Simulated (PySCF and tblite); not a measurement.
Values are calculated unless marked as measured or tabulated.
# Rotation: stationary points, barriers and rates

System: C5H12OSi, numbered as in [CH3:1][O:2][C@H:3]1[CH2:4][CH2:5][SiH2:6][CH2:7]1.

Motion: rotation about the C3–O2 bond (torsion C4–C3–O2–C1 from 70° to -59°, falling). Level: PBE0/pcSseg-1 + D3(BJ), IEF-PCM cyclohexane on GFN2-xTB stationary points, with GFN2-xTB thermal terms. Rates follow Eyring's equation with the number of equivalent paths and no tunnelling. Programs: tblite and PySCF.

```csv
point,symmetry,E(GFN2) kcal/mol,E(DFT) kcal/mol,ZPE change kcal/mol,lowest mode cm⁻¹,dipole D
start,C1,0.0,0.0,0.00,51,1.84
saddle,C1,5.3,6.5,-0.09,150i,1.59
end,C1,2.0,4.2,0.29,96,1.10
```

| Quantity | Value |
| --- | --- |
| Electronic barrier | 6.5 kcal/mol |
| Barrier with zero-point energy | 6.4 kcal/mol |
| ΔH‡ (298 K) | 5.9 kcal/mol |
| ΔS‡ (298 K, symmetry apart) | -3.5 cal/(mol K) |
| Paths | 1 equivalent path |
| End point | a different minimum |
| Mean lifetime of the start against this motion at 298 K | 20 ns |
| Cost | 120 s on 1 thread of Arm Neoverse V1, on a host shared with other jobs (rough), peak memory 1 GiB, launched as `OMP_NUM_THREADS=1 python ens_run.py task.json out` |

```json
{"T/K": "200", "ΔG‡ kcal/mol": "6.7", "k s⁻¹": "2×10⁵", "ΔG kcal/mol": "4.7", "k back s⁻¹": "2.5×10¹⁰"}
{"T/K": "250", "ΔG‡ kcal/mol": "6.8", "k s⁻¹": "5.7×10⁶", "ΔG kcal/mol": "4.7", "k back s⁻¹": "7.2×10¹⁰"}
{"T/K": "298", "ΔG‡ kcal/mol": "7.0", "k s⁻¹": "5×10⁷", "ΔG kcal/mol": "4.7", "k back s⁻¹": "1.4×10¹¹"}
{"T/K": "350", "ΔG‡ kcal/mol": "7.1", "k s⁻¹": "2.7×10⁸", "ΔG kcal/mol": "4.7", "k back s⁻¹": "2.4×10¹¹"}
{"T/K": "400", "ΔG‡ kcal/mol": "7.3", "k s⁻¹": "9×10⁸", "ΔG kcal/mol": "4.7", "k back s⁻¹": "3.5×10¹¹"}
```

ΔG and ΔG‡ leave out symmetry numbers and mirror images; rates count paths: 1 out, 1 back.
